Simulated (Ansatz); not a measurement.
Two members of one family (Sn nanocrystals, cubic, H-capped), computed with Ansatz in the gas phase; def2 core potentials for Sn, no spin–orbit coupling. Binding counts from free atoms in the multiplicity of their measured ground term, without zero-point energy. The structures are stationary points that may keep the symmetry of their start.

First: Sn20H28 (singlet, charge 0, PBE-D4/def2-SVP geometry).

```xyz
48

Sn    0.729    5.154    0.078
Sn    0.959   -0.697    5.111
Sn   -2.203   -3.369    2.206
Sn   -2.032    2.818   -2.939
Sn   -3.465   -1.388   -1.740
Sn   -0.701    0.921    1.072
Sn    3.691    1.602    0.118
Sn    2.249   -2.612    1.097
Sn    0.920   -0.709   -2.926
Sn   -0.493   -4.960   -1.717
Sn    0.091    1.577    3.702
Sn   -1.397    3.328   -0.238
Sn    3.104    4.111   -1.006
Sn   -2.847   -0.912    0.976
Sn    3.043   -1.982    3.730
Sn    0.103   -4.439    0.990
Sn   -4.199    1.016   -3.022
Sn    0.145    1.641   -4.283
Sn   -1.219   -2.551   -2.993
Sn    1.548   -0.208   -0.217
H     0.342    6.681   -0.657
H     0.959    5.452    1.774
H     1.459   -0.275    6.723
H    -0.378   -1.792    5.273
H    -3.526   -4.475    1.972
H    -1.983   -3.177    3.919
H    -2.476    4.307   -3.732
H    -4.793   -2.518   -1.823
H     3.971    1.775    1.826
H     5.151    0.944   -0.556
H     3.604   -3.321    0.255
H     2.311   -1.416   -3.707
H    -1.784   -6.118   -1.843
H     0.890   -5.652   -2.510
H    -1.206    2.370    4.543
H     1.388    2.731    3.590
H    -2.821    3.980    0.536
H     4.423    5.221   -0.774
H     2.908    3.916   -2.720
H    -4.236   -0.203    1.759
H     3.551   -3.411    4.579
H     4.422   -0.928    3.660
H     0.548   -5.925    1.788
H    -5.580    1.706   -2.224
H    -4.662    0.698   -4.667
H    -0.355    1.216   -5.896
H     1.474    2.751   -4.428
H    -1.627   -2.879   -4.658
```

```
            level  HOMO (eV)  LUMO (eV)  gap (eV)  binding per atom (eV)
  PBE-D4/def2-SVP      -5.74      -2.84      2.89                   2.45
 PBE-D4/def2-TZVP      -5.80      -2.96      2.85                   2.46
 PBE0-D4/def2-SVP      -6.55      -2.14      4.41                   2.45
PBE0-D4/def2-TZVP      -6.58      -2.22      4.36                   2.46
```

Second: Sn21H32, disc (singlet, charge 0, PBE-D4/def2-SVP geometry).

```xyz
53

Sn   -2.013   -5.130    1.710
Sn    4.551   -2.662   -2.158
Sn    1.963    0.676   -4.259
Sn   -0.089   -2.216   -1.307
Sn    0.626   -1.709    3.214
Sn    2.597    1.187    0.238
Sn   -1.943    1.384    0.969
Sn   -3.876   -1.515    3.995
Sn    0.088    4.314   -1.960
Sn    0.608    4.991    2.681
Sn    2.166   -3.912   -1.336
Sn   -2.313   -3.878   -0.792
Sn   -1.667   -3.247    3.776
Sn   -0.305   -0.938   -3.811
Sn    4.199   -1.038   -4.430
Sn    2.291    2.569   -2.195
Sn   -4.284   -0.051    1.627
Sn   -2.280    2.898   -1.388
Sn    0.283   -0.339    0.769
Sn   -1.471    3.143    3.125
Sn    0.486    6.170    0.128
H    -3.364   -6.169    2.052
H    -0.600   -6.138    1.643
H     5.747   -3.875   -2.519
H     5.175   -1.698   -0.857
H     1.787    1.520   -5.777
H     2.034   -2.726    3.109
H     0.915   -0.556    4.482
H     3.982    0.139    0.175
H     2.865    2.304    1.542
H    -5.305   -2.401    4.434
H    -3.561   -0.386    5.278
H    -0.103    5.189   -3.458
H     2.138    4.195    2.871
H     0.529    6.248    3.882
H     1.850   -5.241   -2.414
H     2.379   -4.600    0.248
H    -2.400   -5.084   -2.041
H    -3.792   -2.971   -0.844
H    -1.461   -4.096    5.285
H    -0.386   -2.158   -5.050
H    -1.774   -0.017   -3.896
H     3.983   -2.075   -5.808
H     5.642   -0.115   -4.718
H     3.722    3.513   -2.524
H    -4.750   -1.109    0.331
H    -5.580    1.085    1.860
H    -2.745    1.866   -2.706
H    -3.573    4.033   -1.137
H    -1.131    2.209    4.553
H    -2.931    4.032    3.449
H     1.929    7.096   -0.156
H    -0.841    7.293    0.113
```

Q: What does the change do? Estimate second minus first.

A: 
| level | Δ HOMO (eV) | Δ LUMO (eV) | Δ gap (eV) | Δ binding per atom (eV) |
| --- | --- | --- | --- | --- |
| PBE-D4/def2-SVP | -0.04 | -0.02 | 0.02 | -0.03 |
| PBE-D4/def2-TZVP | -0.04 | -0.02 | 0.02 | -0.03 |
| PBE0-D4/def2-SVP | -0.05 | -0.02 | 0.03 | -0.03 |
| PBE0-D4/def2-TZVP | -0.05 | -0.02 | 0.03 | -0.03 |
